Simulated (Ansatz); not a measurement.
`N[SiH](O)[GaH2]` → `[NH2][GaH2]` + `O[SiH]` at 600 K and 1 bar (silylene formation by 1,1-elimination).

Computed with Ansatz on PBE0-D4/def2-TZVP structures; ΔE is electronic, products minus reactants. CCSD(T)/CBS adds triple-zeta CCSD(T) − MP2 to the extrapolated MP2 energy (def2 sets, frozen cores). This one scheme is used for every species. For Ga outer-core shells are correlated without core-valence functions, which leaves a few kJ/mol of doubt a bond. Scalar relativity is left out up to krypton. Each species was taken in one conformer, which may not be the lowest.

| species | CCSD(T)/CBS energy (Eh) | H − E (kJ/mol) | S (J/(mol·K)) |
| --- | --- | --- | --- |
| `N[SiH](O)[GaH2]` | -2346.56750 | 231.6 | 464.9 |
| `[NH2][GaH2]` | -1981.05479 | 138.9 | 317.7 |
| `O[SiH]` | -365.43832 | 81.5 | 278.0 |

H − E and S are ideal-gas, rigid-rotor, harmonic terms from PBE0-D4/def2-TZVP, for one conformer and one mirror image of each species. 1 Eh = 2625.50 kJ/mol, R = 8.31446 J/(mol·K).

Task: By hand: ΔE, ΔH, ΔS and ΔG.

Result: ΔE = (-1981.05479) + (-365.43832) − (-2346.56750) = 0.07439 Eh = 195.3 kJ/mol. Δ(H − E) = 138.9 + 81.5 − 231.6 = -11.2, so ΔH = 184.1 kJ/mol. ΔS = 317.7 + 278.0 − 464.9 = 130.8 J/(mol·K). ΔG = 184.1 − 600 × (130.8)/1000 = 105.6 kJ/mol.

Task: By hand: the equilibrium constant, and the temperature at which ΔG would vanish if ΔH and ΔS stayed fixed.

Result: log₁₀ K = −ΔG/(RT ln 10) = -9.2. ΔG = 0 at ΔH/ΔS = 1407 K.

The number of gas molecules changes by +1, which sets the sign of ΔS. A doubt of 5 kJ/mol in ΔE shifts log₁₀ K by 0.4 here. Other conformers and mirror images would add mixing entropy, several J/(mol·K) or more a flexible species. These are equilibria of isolated gas molecules and say nothing of rates. Largest T1 diagnostic: 0.016 (customary marks: 0.02 for closed shells, 0.045 for open ones).
